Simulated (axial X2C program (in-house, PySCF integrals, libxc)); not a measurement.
**Potential curves of RuSe⁺, without spin–orbit coupling**

Computed with an in-house all-electron X2C program for linear molecules (integrals from PySCF). Spin-free means the one-electron spin-free X2C Hamiltonian. Basis: Ru dyall-cv3z [12s12p8d5f3g], Se dyall-cv3z [8s9p6d4f1g] (cores contracted in-house); Gaussian nuclei, density fitting, unrestricted open shells. Masses: Ru 101.904 u, Se 79.917 u.

State: M_S = 5/2, Λ = 0 (beyond evenly filled blocks: σα, π+α, π-α, δ+α, δ-α). Energies in cm⁻¹ from the fragments at the same level (Ru+ + Se). Fits are polynomials in 1 − R0/R over 0.85 to 1.23 times the lowest point R0.

```csv
R (Å),HF,CCSD
1.9653,8109,
2.0557,1310,-14906
2.1235,-2068,-17169
2.1912,-4380,-18333
2.2590,-5916,-18673
2.3381,-6999,-18346
2.4171,-7552,-17525
2.5188,-7753,-16098
2.6430,-7527,
2.8237,-6730,
```

Correlated methods: 13 electrons correlated (number of frozen shells: Ru 4 s, 3 p, 1 d; Se 3 s, 2 p, 1 d), 307 virtual spin orbitals or spinors in MP2, 89 natural virtuals in coupled cluster.

One determinant describes the state; a PBE0 search over occupations chose it and may have missed a lower one. De is counted from the lowest determinant-based energies of the atoms at the same level, without counterpoise correction. CCSD ran in a truncated set of natural virtual spinors with an MP2 remainder; without triples it tends to underbind. Other states lie close and PBE0, whose exact exchange favours high spin, may order them wrongly; the determinant shown need not be the ground state. The nearest other spin-free determinant of the search, M_S = 3/2, Λ = 1, lies 0.52 eV up at the distance of the search. The T1 diagnostic is large, a sign of multireference character. Spin-free De lacks the spin–orbit lowering of the heavy p-block atom, a tenth of an eV or more for 4p and 5p, up to an eV for 6p and one to two eV for 7p atoms, less what an open-shell molecule gains itself. Coupled cluster ran on the points near the minimum only. MP2 and coupled cluster on one determinant become unreliable at the stretched end.

Q: What are Re, ωe and De at the HF level?

A: At HF, spin-free: Re = 2.516 Å, ωe ≈ 161 cm⁻¹, De = 0.96 eV to Ru+ + Se; Be follows as 0.0595 cm⁻¹.

Q: What are Re, ωe and De at the CCSD level?

A: At CCSD, spin-free: Re = 2.260 Å, ωe ≈ 308 cm⁻¹, De = 2.32 eV to Ru+ + Se; Be follows as 0.0737 cm⁻¹.
